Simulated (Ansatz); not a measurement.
Basis-set extrapolation for CH6AlNOSi (`O=C[N]([AlH2])[SiH3]`) (PBE0-D4/def2-TZVP geometry, frozen core, the Gaussian-basis code of Ansatz). Multiplicity 1, RHF reference.

```csv
,def2-TZVPP,def2-QZVPP
HF,-701.667287,-701.691757
MP2 correlation,-0.798845,-0.856988
CCSD(T) correlation,-0.873033,not run
```

Energies in hartree. Use E(X) = E(∞) + A·exp(−7.88·√X) for Hartree–Fock and E(X) = E(∞) + B·X^(−2.97) for correlation, with X = 3 and 4, and add CCSD(T) minus MP2 of the smaller set to the MP2 limit.

**Question.** What is the CCSD(T) energy at the basis-set limit?

**Answer.** HF limit: -701.691757 + (-0.024470) × 0.13774 = -701.69513. MP2 limit: -0.856988 + (-0.058143) × 0.74074 = -0.90006. Higher-order term: -0.873033 − (-0.798845) = -0.07419. Total: -702.66938 hartree, 3.51 eV below CCSD(T)/def2-TZVPP.
